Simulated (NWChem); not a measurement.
MgHI; SMILES [I][MgH]

```xyz
3

Mg     0.0000     0.0000    -1.9995
H      0.0000     0.0000    -3.6954
I      0.0000     0.0000     0.5830
```
Atoms are numbered in this order, from 1.

Structure relaxed at the PBE-D3(BJ)/def2-SVP level. def2 effective core potentials on I; no spin-orbit coupling.

List the 6 lowest vertical singlet excitations from B3LYP/def2-SVP with def2 effective core potentials on I, full TDDFT (NWChem).


```json
[
 {"state": "S1", "energy (eV)": "4.93", "oscillator strength": "0.042", "leading excitation (squared amplitude)": "HOMO → LUMO (0.91)"},
 {"state": "S2", "energy (eV)": "4.93", "oscillator strength": "0.042", "leading excitation (squared amplitude)": "HOMO−1 → LUMO (0.91)"},
 {"state": "S3", "energy (eV)": "5.35", "oscillator strength": "0.000", "leading excitation (squared amplitude)": "HOMO−1 → LUMO+1 (0.34)"},
 {"state": "S4", "energy (eV)": "5.36", "oscillator strength": "0.000", "leading excitation (squared amplitude)": "HOMO−1 → LUMO+2 (0.27)"},
 {"state": "S5", "energy (eV)": "5.36", "oscillator strength": "0.000", "leading excitation (squared amplitude)": "HOMO−1 → LUMO+1 (0.27)"},
 {"state": "S6", "energy (eV)": "5.64", "oscillator strength": "0.001", "leading excitation (squared amplitude)": "HOMO−1 → LUMO+2 (0.25)"}
]
```
